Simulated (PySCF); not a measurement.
UHF on Sr²⁺ (strontium, charge +2)

Configuration: [Kr], closed-shell 1S. All numbers are calculated (PySCF 2.14, scalar relativity by spin-free X2C-1e, in x2c-TZVPPall with one added diffuse shell each of s, p, d, f type (9s7p7d3f1g, 95 functions)).

- Total energy: -3176.761131 hartree
- One-electron energy: -4378.0196 hartree
- Hartree (Coulomb) energy: 1305.0247 hartree
- Exchange energy: -103.7663 hartree
- ⟨S²⟩: 0.0000
- ⟨L²⟩: 0.000
- Sum of ⟨r⟩: 22.31 bohr
- Sum of ⟨r²⟩: 26.39 bohr²
- Langevin diamagnetic susceptibility: -20.9 ×10⁻⁶ cm³/mol

| shell | electrons | mean orbital energy (eV) | rms radius, mean of both spins (bohr) |
| --- | --- | --- | --- |
| 1s | 2 | -16210.9 | 0.0451 |
| 2s | 2 | -2275.0 | 0.187 |
| 2p | 6 | -2017.7 | 0.166 |
| 3s | 2 | -393.19 | 0.524 |
| 3p | 6 | -307.53 | 0.535 |
| 3d | 10 | -165.57 | 0.547 |
| 4s | 2 | -66.256 | 1.45 |
| 4p | 6 | -43.084 | 1.67 |

Densities and radii are taken from the X2C orbitals without a picture-change correction, which distorts them close to the nucleus.
